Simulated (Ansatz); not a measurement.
C2H6O2Si can be A, `C[SiH2]C(=O)O`, or B, `O[SiH]1CCO1`.

Computed with Ansatz on PBE0-D4/def2-TZVP structures; ΔE is electronic, products minus reactants. CBS: MP2 limit from def2 TZ/QZ plus the TZ coupled-cluster correction, frozen cores. DFT in def2-TZVPP. B3LYP here is the variant with VWN-RPA as its local correlation; programs differ in this. One conformer a species, not always the lowest.

Question: Which is lower in electronic energy at CCSD(T)/CBS, and by how much? (Best estimate.)

Answer: The calculation gave: B, by 155.5 kJ/mol.

Question: Give E(B) − E(A) in kJ/mol with ωB97M-V, PBE0-D4, CCSD(T)/def2-TZVPP, PBE-D4, B3LYP, HF/def2-TZVPP, MP2/def2-TZVPP. (Best estimate.)

Answer: The calculation gave: ωB97M-V -148.0, PBE0-D4 -141.9, CCSD(T)/def2-TZVPP -149.4, PBE-D4 -121.4, B3LYP -129.2, HF/def2-TZVPP -143.3, MP2/def2-TZVPP -161.5. None reverses the order clearly.

Largest T1 diagnostic: 0.015.

In def2-TZVPP, CCSD(T) changes the Hartree–Fock value by −6.0 kJ/mol (the triples alone add +4.9 kJ/mol) and MP2 by −18.2 kJ/mol. From PBE to PBE0 (25 % exact exchange), in def2-TZVPP and without D4, E(B) − E(A) moves by −20.8 kJ/mol.
